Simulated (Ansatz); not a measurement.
`F[SiH](Cl)[SiH2]Cl` + Cl• → `F[SiH](Cl)[SiH]Cl`• + HCl  (hydrogen abstraction from the Si–H bond)

Gas-phase electronic energies from Ansatz, PBE0-D4/def2-TZVP geometries. CCSD(T)/CBS is the MP2 limit (def2-TZVPP, def2-QZVPP) plus CCSD(T) − MP2 in def2-TZVPP, frozen cores. This one scheme is used for every species, atoms too. DFT in def2-TZVPP. B3LYP here is the variant with VWN-RPA as its local correlation; programs differ in this. Open shells (•) are unrestricted, without spin–orbit coupling. Spin–orbit coupling would lower the free atoms: a little for Cl. Each species was taken in one conformer, which may not be the lowest.

(1) Is it downhill or uphill in electronic energy at CCSD(T)/CBS, and by how much? (Estimate.)

(2) What do these levels give: PBE-D4, B3LYP-D4, MP2/def2-TZVPP, SCS-MP2/def2-TZVPP, HF/def2-QZVPP, MP2/def2-QZVPP? (Estimate.)

Largest T1 diagnostic among the species: 0.013.

## Answers

(1) The calculation gave: Downhill: ΔE = -58.7 kJ/mol.

(2) The calculation gave: PBE-D4 -84.6, B3LYP-D4 -60.5, MP2/def2-TZVPP -63.5, SCS-MP2/def2-TZVPP -49.4, HF/def2-QZVPP -13.2, MP2/def2-QZVPP -66.8 kJ/mol.

In def2-TZVPP, CCSD(T) changes the Hartree–Fock value by −40.6 kJ/mol (the triples alone add −6.0 kJ/mol) and MP2 by −50.8 kJ/mol. From PBE to PBE0 (25 % exact exchange), in def2-TZVPP and without D4, ΔE moves by +12.4 kJ/mol.
